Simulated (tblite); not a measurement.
NSi (SMILES N#[Si]), doublet, geometry from GFN2-xTB; tblite with IPEA1-xTB.

Here is a job for tblite.
```
$ tblite run mol.xyz --method ipea1 --charge 0 --spin 1 --json tblite.json --no-restart

# file mol.xyz
2

Si    -0.00000000    -0.00000000    -0.52212322
N      0.00000000     0.00000000     1.04424644
```

The log (banner, timings and long lists left out):

```
xTB calculator
 | screened Coulomb repulsion
 | Coulomb electrostatics
 |  * isotropic Klopman-Ohno-Mataga-Nishimoto electrostatics
 |  * onsite third-order electrostatics
 | DFT-D3(BJ) dispersion correction

halogen bonding energy    0.0000000000000E+00 Eh
repulsion energy          5.6743518900523E-02 Eh
dispersion energy        -3.0427567162685E-04 Eh
number of electrons       9.0000000000000E+00 e
integral cutoff           4.0000000000000E+01 bohr

------------------------------------------------------------
  cycle        total energy    energy error   density error
------------------------------------------------------------
      1     -4.538702527389  -4.5951418E+00   1.0596200E+00
      2     -4.681091567814  -1.4238904E-01   1.4501068E+00
      3     -5.256033617044  -5.7494205E-01   6.2299071E-01
      4     -5.462710897204  -2.0667728E-01   3.0128604E-01
      5     -5.524834498863  -6.2123602E-02   6.7590554E-02
      6     -5.527278535959  -2.4440371E-03   1.3462367E-02
      7     -5.527431374057  -1.5283810E-04   1.0605704E-03
      8     -5.527432112465  -7.3840765E-07   1.2553711E-03
      9     -5.527432248121  -1.3565674E-07   3.9221259E-05
     10     -5.527432249742  -1.6208572E-09   7.8847567E-06
------------------------------------------------------------

electronic energy        -5.5838714929711E+00 Eh
total energy             -5.5274322497422E+00 Eh

Post processing:
 | Mayer-Wiberg bond orders

[Info] JSON dump of results written to 'tblite.json'
```
